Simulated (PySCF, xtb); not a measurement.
Be(NH2)(NMe2) (C2H8BeN2), SMILES [Be]([N](C)C)[NH2]. The values are those of a single conformer.

Harmonic wavenumbers (cm⁻¹) from GFN2-xTB in xtb at its own minimum, in rising order: 79, 142, 199, 215, 228, 295, 326, 359, 523, 537, 565, 992, 1057, 1096, 1137, 1180, 1184, 1370, 1415, 1429, 1487, 1494, 1506, 1517, 1585, 2847, 2848, 2879, 2890, 3025, 3027, 3510, 3512.

Problem. What does PBE-D3(BJ)/def2-SVP (PySCF 2.14.0) give at its own minimum? (The exact figures need the calculation; the answer reports its results.)

Solution. 118, 152, 245, 257, 309, 343, 346, 410, 458, 594, 664, 981, 1052, 1070, 1128, 1198, 1199, 1379, 1395, 1401, 1403, 1422, 1428, 1477, 1544, 2877, 2884, 2921, 2932, 3033, 3034, 3508, 3584. Paired by order, the mean absolute difference is 38 cm⁻¹ and the zero-point energies are 66.4 and 66.8 kcal/mol.
